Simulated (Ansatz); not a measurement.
Computed with Ansatz on PBE0-D4/def2-TZVP structures; ΔE is electronic, products minus reactants. CCSD(T)/CBS is the MP2 limit (def2-TZVPP, def2-QZVPP) plus CCSD(T) − MP2 in def2-TZVPP, frozen cores. Functionals use def2-TZVPP. For Ge outer-core shells are correlated without core-valence functions, which leaves a few kJ/mol of doubt a bond. Scalar relativity is left out up to krypton. Each species was taken in one conformer, which may not be the lowest.

`[OH][GeH2][O][SiH3]` → `O[SiH2][O][GeH3]`  (isomerisation)

```tsv
level	ΔE (kcal/mol)
PBE0-D4	-16.6
B2PLYP	-16.5
MP2/def2-QZVPP	-16.6
HF/CBS(def2)	-16.9
```

(1) What does CCSD(T)/CBS give? (Estimate.)

Largest T1 diagnostic among the species: 0.012.

## Answers

(1) Computed: -16.7 kcal/mol. The listed levels differ from it by 0.1, 0.2, 0.1, -0.2 kcal/mol.
